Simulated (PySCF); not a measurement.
NMR data sheet: C₆H₉NO₂

```
Formula                               : C6H9NO2
SMILES                                : CN(C)c1ccc(O)o1
InChI                                 : InChI=1S/C6H9NO2/c1-7(2)5-3-4-6(8)9-5/h3-4,8H,1-2H3
Point group of the computed structure : C1
Degrees of unsaturation               : 3
Carbon signals                        : 5
Proton signals                        : 4
```

Mapped SMILES: `[CH3:1][N:2]([CH3:3])[c:4]1[cH:5][cH:6][c:7]([OH:8])[o:9]1` (H(Xn): hydrogen on atom n).

Single conformer, fast rotation and ring inversion assumed for equivalent nuclei, non-relativistic, no solvent. Geometry: GFN2-xTB; GIAO PBE0/pcSseg-1 shieldings; PySCF 2.14.

Referencing at the same level of theory: TMS for $^{1}$H (31.72 ppm), $^{13}$C (186.93 ppm); $^{15}$N (267.73 ppm) against NH3; $^{17}$O (336.08 ppm) against H2O.

```tsv
carbon	δC, type	δH (multiplicity)	HMBC from (2–3 bonds)	span of the C tensor (ppm)
C1/C3	40.1, CH3	2.70 (s)	H(C1)/H(C3)	61
C4	154.1, C	–	H(C6), H(C5), H(C1)/H(C3)	121
C5	88.7, CH	5.12 (m)	H(C6)	122
C6	86.2, CH	5.28 (m)	H(C5)	114
C7	158.5, C	–	H(C6), H(C5)	113
```

Other nuclei:
```csv
atoms,nucleus,environment,δ (ppm),σ (ppm)
H(O8),$^{1}$H,hydrogen on a phenol-type oxygen,3.97,27.75
N2,$^{15}$N,aniline-type nitrogen,65.6,202.1
O9,$^{17}$O,aromatic ring oxygen,263.5,72.6
O8,$^{17}$O,phenol-type oxygen,99.5,236.5
```

1. Carbon types of the structure: 2 × C, 2 × CH, 2 × CH3, leaving 1 H on heteroatoms.
2. δC 158.5: aromatic carbon bearing oxygen; the electronegative substituent deshields the carbon that carries it.
3. δC 154.1: aromatic carbon bearing nitrogen; σ withdrawal by the attached heteroatom moves it downfield of the ring CH carbons.
4. δC 88.7, 86.2: aromatic CH; resonance donation from the substituent shields this position.
5. δH 3.97: hydrogen on a phenol-type oxygen; exchangeable, gas-phase position.
6. δH 2.70: hydrogen on a methyl carbon bonded to N; its carbon carries N, an electronegative neighbour.

Exchangeable OH/NH protons stand at their gas-phase positions; hydrogen bonding in a real sample shifts them, mostly to higher δ. Shifts are as computed. Against solution values, carbons near 30 ppm lie about +3 ppm off and those near 130 ppm about +5 ppm (rms about the fit 2.1 ppm; single classes can miss by 10 ppm). Of 1328 compounds with measured shifts, 309 miss one by over three times the rms of a fit or turn the order of signals round; such compounds aren't used in these exercises. Signals without a measured value on file couldn't be tested in this way; 1H shifts scatter by 0.2 ppm about their fit, and single ones miss by 0.5 ppm. Unscaled 17O shifts of doubly bonded oxygen tend to come out too high, by tens of ppm or more. Experimental scales use liquid or dissolved standards, which lie at an offset from isolated NH3 (liquid NH3: subtract about 20 ppm) and H2O (liquid H2O: subtract about 36 ppm). No couplings were computed; multiplicities are counted from neighbouring protons, with m where these are inequivalent, close in shift, in a saturated or five-membered ring or joined by F or P, and br s for small geminal =CH2 splittings.
